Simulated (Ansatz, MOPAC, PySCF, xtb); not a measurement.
Complex: SiH4 (SMILES [SiH4]) (first 5 atoms) with Si2H6 (SMILES [SiH3][SiH3]); geometry from B3LYP-D3(BJ)/def2-TZVP, rigid monomers moved along the line of their centres of mass till Si1···H11 is 4.29 Å.
(charge 0, multiplicity 1):
| atom | x (Å) | y (Å) | z (Å) |
|---|---|---|---|
| Si | -0.0956 | 0.1107 | -0.1592 |
| H | -0.2077 | -1.1479 | 0.6113 |
| H | -1.4479 | 0.5939 | -0.5160 |
| H | 0.6863 | -0.1350 | -1.3923 |
| H | 0.5919 | 1.1291 | 0.6652 |
| Si | 0.9549 | -0.9409 | 5.0699 |
| Si | -0.7319 | 0.6880 | 5.0480 |
| H | 0.3671 | -2.2901 | 4.8885 |
| H | 1.6641 | -0.9043 | 6.3726 |
| H | 1.9406 | -0.7009 | 3.9901 |
| H | -1.5770 | 0.5627 | 3.8363 |
| H | -0.1390 | 2.0468 | 5.0718 |
| H | -1.6009 | 0.5279 | 6.2398 |

```
level                            interaction energy (meV)  cost
-------------------------------  ------------------------  ----
PM3                                                   2.1     -
PM6                                                   8.5     -
PM7                                                 -15.1     -
GFN2-xTB                                            -40.1     -
HF/6-31G*                                             0.2     -
HF/aug-cc-pV(D+d)Z                                    0.5     -
PBE-D4/def2-TZVPPD                                  -34.1    ×1
r2SCAN-D3(BJ)/def2-TZVPPD                           -24.8    ×1
r2SCAN-D4/def2-TZVPPD                               -22.7    ×1
B3LYP/6-31G* (no counterpoise)                       -0.9     -
B3LYP-D4/def2-TZVPPD                                -26.3    ×2
PBE0/def2-TZVPPD                                     -7.4    ×1
PBE0-D3(BJ)/def2-TZVPPD                             -33.4    ×1
PBE0-D4/def2-TZVPPD                                 -32.4    ×1
M06-2X/6-31G* (no counterpoise)                     -23.8     -
wB97M-V/def2-TZVPPD                                 -23.5    ×3
MP2/6-31G*                                           -9.3     -
MP2/aug-cc-pV(D+d)Z                                 -22.1     -
CCSD/aug-cc-pV(D+d)Z                                -20.2     -
CCSD(T)/aug-cc-pV(D+d)Z                             -23.3   ×10
```

The rows run from -40.1 (GFN2-xTB) to 8.5 meV (PM6). In aug-cc-pV(D+d)Z the value moves HF 0.5, MP2 -22.1, CCSD -20.2, CCSD(T) -23.3, a shift of -23.9 from HF to CCSD(T). The dispersion term adds -26.0 in PBE0-D3(BJ), -25.0 in PBE0-D4.

Monomers are frozen at their geometry in the pair; levels with a basis set take the counterpoise correction. Rows marked so take none.

Frozen-core correlation. Rows in 6-31G* carry no dispersion term and start afresh at each structure (6-31G* with six Cartesian d functions). MP2/6-31G* freezes PySCF's default core. The state that PM3, PM6, PM7 reach isn't checked; PM7 holds dispersion and hydrogen-bond terms.

Run with Ansatz (a quantum-chemistry and plane-wave program); MOPAC for PM3, PM6, PM7 (differences of heats of formation); PySCF for 6-31G* rows, the dispersion terms; xtb for the GFN methods. Values without a source in brackets are computed.

Costs are rough ratios of core time to PBE/def2-TZVPPD (about 12 s over the structures, on one shared machine); a dash marks a level with no comparable run of its own.
